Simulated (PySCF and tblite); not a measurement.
Results of a calculation; reference values are marked as such.
System: C5H10O2Si, numbered as in [CH3:1][C:2](=[O:3])/[CH:4]=[C:5](\[CH3:6])[O:7][SiH3:8].

For the rotation about the C2–C4 bond (torsion C1–C2–C4–C5 from 180° to 340°, rising): electronic barrier 9.64 kcal/mol, zero-point change -0.51 kcal/mol, thermal and entropy terms at 250 K a further 0.28 kcal/mol (symmetry numbers apart). The minimum is Cs, the saddle C1. Level: BHandHLYP/pcSseg-1 + D3(BJ) on GFN2-xTB stationary points, with GFN2-xTB thermal terms. Rate constants are transition-state-theory values, counting equivalent paths, without tunnelling. (PySCF 2.14 with density fitting, tblite 0.8.)

Q: How many equivalent paths lead out of the minimum?

A: 2: the symmetry number of the minimum is 1, that of the saddle displaced along its mode 1, and the displaced saddle is chiral while the minimum is not, which doubles the count.

Q: Work out the rate at 250 K.

A: ΔG‡ = 9.41 kcal/mol; k_B T/h = 5.2×10¹² s⁻¹; exp(−ΔG‡/RT) = 5.9×10⁻⁹; times 2 gives k = 6.2×10⁴ s⁻¹. Wigner's tunnelling factor for the 68i cm⁻¹ mode would be 1.01.
